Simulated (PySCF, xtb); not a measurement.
F2HS, SMILES F[SH+]F, charge +1.

Harmonic wavenumbers (cm⁻¹) from GFN2-xTB (xtb) at its own minimum, in rising order: 299, 775, 797, 870, 897, 2011.

Q: What does TPSSh-D3(BJ)/def2-TZVP run with PySCF give at its own minimum? (An estimate is asked for; the answer gives what the named calculation found.)

A: 379, 927, 954, 1062, 1071, 2499. Paired by order, the mean absolute difference is 207 cm⁻¹ and the zero-point energies are 8.1 and 9.9 kcal/mol.
